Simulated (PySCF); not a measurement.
CuI (SMILES [Cu][I]), singlet, at a GFN2-xTB geometry (such geometries of metal compounds can be far from the true shape) (core potentials on I). Base run: PBE/def2-SVP, TDA run with PySCF.

PySCF was given this input:
```python
from pyscf import gto, scf, dft, tdscf

mol = gto.M(
    atom='''
Cu   -0.00000000   -0.00000000   -1.55408005
I     0.00000000    0.00000000    0.85034569
''',
    basis='def2-svp',
    ecp={'I': 'def2-svp'},
    verbose=3,
)

mf = dft.RKS(mol)
mf.xc = 'pbe'
mf.kernel()
td = mf.TDA()
td.nstates = 5
td.kernel()
td.analyze(verbose=3)
```

Each row names what was changed in the base input (with any setting that the change needs).

```
change                           first excitation (eV)  oscillator strength of the first  second (eV)  core-seconds (rough)
-------------------------------  ---------------------  --------------------------------  -----------  --------------------
base                                              1.90                             0.006         1.90                    10
functional = b3lyp                                2.24                             0.008         2.24                    10
functional = pbe0                                 2.50                             0.009         2.50                    10
nstates = 2                                       1.90                             0.006         1.90                     7
functional = blyp                                 1.78                             0.005         1.78                    10
conv_tol = 1e-3                                   1.90                             0.006         1.90                     7
guess vectors = 13 for 5 states                   1.90                             0.006         1.90                    10
response = full linear response                   1.88                             0.005         1.88                    10
functional = bhandhlyp                            2.91                             0.012         2.91                    10
nstates = 10                                      1.90                             0.006         1.90                    20
```

An iterative solver can miss low states, so a row lists the states that it found.
